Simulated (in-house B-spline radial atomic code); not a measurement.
Radial electron density of Si IX (Si8+), [He] 2s2 2p2. Level of theory: scalar-relativistic (X2C) BHandHLYP, spin-polarised, spherical fractional occupations, exact exchange averaged over the configuration, Fermi nucleus of rms radius 3.1224 fm; calculated with an all-electron radial atomic-structure program (B-spline basis).

Columns: r (bohr), 4πr²n(r) (electrons per bohr), bar.

```
 0.00413   0.3763 #
 0.00481   0.4971 #
 0.00559   0.6522 ##
 0.00651   0.8561 ##
 0.00757    1.116 ###
 0.00881    1.451 ####
  0.0103    1.891 #####
  0.0119    2.401 #######
  0.0139    3.081 #########
  0.0162    3.904 ###########
  0.0188    4.867 ##############
  0.0219    6.031 #################
  0.0255    7.364 #####################
  0.0296    8.817 #########################
  0.0345    10.41 #############################
  0.0402    12.02 #################################
  0.0467     13.5 ######################################
  0.0544    14.75 #########################################
  0.0633    15.56 ###########################################
  0.0736     15.8 ############################################
  0.0857    15.34 ###########################################
  0.0997    14.19 ########################################
   0.116    12.48 ###################################
   0.135    10.48 #############################
   0.157     8.58 ########################
   0.183    7.162 ####################
   0.213     6.54 ##################
   0.248    6.729 ###################
   0.288    7.452 #####################
   0.335    8.246 #######################
    0.39    8.575 ########################
   0.454    8.076 ######################
   0.529    6.727 ###################
   0.615    4.893 ##############
   0.716    3.032 ########
   0.833    1.575 ####
    0.97   0.6651 ##
    1.13    0.222 #
    1.31  0.05962 
    1.53  0.01096 
    1.78 0.001439
```

On this grid the curve has 2 maxima, near 0.0736, 0.39 bohr.

The 2p up radial function P(r) = rR(r), positive near the nucleus:

| r (bohr) | P |
| --- | --- |
| 0.00413 | 0.001871 |
| 0.00559 | 0.003348 |
| 0.00757 | 0.005987 |
| 0.0103 | 0.01077 |
| 0.0139 | 0.01898 |
| 0.0188 | 0.03334 |
| 0.0255 | 0.05826 |
| 0.0345 | 0.09984 |
| 0.0467 | 0.1679 |
| 0.0633 | 0.2754 |
| 0.0857 | 0.4351 |
| 0.116 | 0.6553 |
| 0.157 | 0.9277 |
| 0.213 | 1.213 |
| 0.288 | 1.42 |
| 0.39 | 1.443 |
| 0.529 | 1.213 |
| 0.716 | 0.7943 |
| 0.97 | 0.3721 |
| 1.31 | 0.1138 |
| 1.78 | 0.01842 |
